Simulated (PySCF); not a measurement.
Job file and geometry (Å, from GFN2-xTB) of an NMR shielding run on SMILES CC#[N+][BH2-]CF, C₃H₇BFN, PySCF 2.14.0, density-fitted response routines, GIAO PBE0/pcSseg-1 NMR shielding, non-relativistic, gas phase; density fitting, a coarse starting grid and PySCF grid level 2 are the driver's defaults:

```
$ OMP_NUM_THREADS=1 python probes_run.py task.json out

{"job": {"kind": "nmr", "xc": "PBE0", "basis": "pcSseg-1"}, "charge": 0, "multiplicity": 1}
C      2.527867     0.430476    -0.590031
C      1.246035    -0.136117    -0.312245
N      0.219926    -0.600644    -0.088046
B     -1.184405    -1.009843     0.067861
C     -2.026226     0.400550     0.019566
F     -1.705040     1.173706    -1.096267
H      2.450037     1.080636    -1.461852
H      2.867224     1.016086     0.264482
H      3.249373    -0.360561    -0.794276
H     -1.421120    -1.721516    -0.854764
H     -1.295775    -1.538406     1.126762
H     -1.829922     1.046584     0.881865
H     -3.102361     0.219535    -0.042031
```

Task: Write the output of this run.

Result: 
```
coarse grid: 10832 points
cycle   1  E = -297.4511038094  dE =  6.777e-01  |g| = 5.864e-01  |ddm| = 3.016e+00
cycle   2  E = -297.3061674568  dE =  1.449e-01  |g| = 1.042e+00  |ddm| = 1.267e+00
cycle   3  E = -297.5269642412  dE = -2.208e-01  |g| = 2.109e-01  |ddm| = 7.506e-01
cycle   4  E = -297.5346387559  dE = -7.675e-03  |g| = 6.966e-02  |ddm| = 1.456e-01
cycle   5  E = -297.5355494270  dE = -9.107e-04  |g| = 1.385e-02  |ddm| = 4.741e-02
cycle   6  E = -297.5355904656  dE = -4.104e-05  |g| = 3.126e-03  |ddm| = 1.330e-02
cycle   7  E = -297.5355923198  dE = -1.854e-06  |g| = 9.104e-04  |ddm| = 2.454e-03
final grid: 105032 points
cycle   8  E = -297.5746136670  dE = -3.539e-05  |g| = 7.747e-03  |ddm| = 2.432e-02
cycle   9  E = -297.5746078649  dE =  5.802e-06  |g| = 9.806e-03  |ddm| = 1.210e-02
cycle  10  E = -297.5746272791  dE = -1.941e-05  |g| = 1.903e-03  |ddm| = 6.479e-03
cycle  11  E = -297.5746279662  dE = -6.871e-07  |g| = 5.860e-04  |ddm| = 1.340e-03
cycle  12  E = -297.5746280333  dE = -6.709e-08  |g| = 1.675e-04  |ddm| = 3.950e-04
cycle  13  E = -297.5746280382  dE = -4.926e-09  |g| = 2.476e-05  |ddm| = 1.006e-04
cycle  14  E = -297.5746280383  dE = -1.273e-10  |g| = 6.416e-06  |ddm| = 2.699e-05
converged SCF energy = -297.5746280383

GIAO shielding tensors (ppm)
atom      isotropic    diamagn.    paramagn.     s11        s22        s33       span
  0 C      185.123     248.491     -63.368    177.395    177.492    200.483     23.089
  1 C       68.989     271.708    -202.719    -23.889    -19.060    249.916    273.805
  2 N       35.597     331.625    -296.027   -117.041   -106.758    330.591    447.632
  3 B      134.525     190.224     -55.700    123.070    133.504    147.001     23.931
  4 C       98.837     244.029    -145.192     48.606     82.268    165.637    117.031
  5 F      455.761     476.677     -20.917    414.642    459.186    493.454     78.812
  6 H       29.161      27.532       1.629     24.181     27.410     35.891     11.709
  7 H       29.323      27.627       1.697     24.452     27.149     36.369     11.917
  8 H       29.352      25.790       3.562     24.440     27.046     36.569     12.129
  9 H       29.454      29.767      -0.312     26.133     28.988     33.243      7.110
 10 H       30.076      30.143      -0.067     26.800     29.763     33.665      6.865
 11 H       27.138      30.678      -3.540     22.165     26.762     32.486     10.321
 12 H       26.878      28.634      -1.756     22.939     26.712     30.982      8.043
```

Size and cost of the density-fitted run: 137 basis functions, 27 s wall time on 1 thread of an Arm Neoverse N1, shared host; peak memory 0.64 GiB.
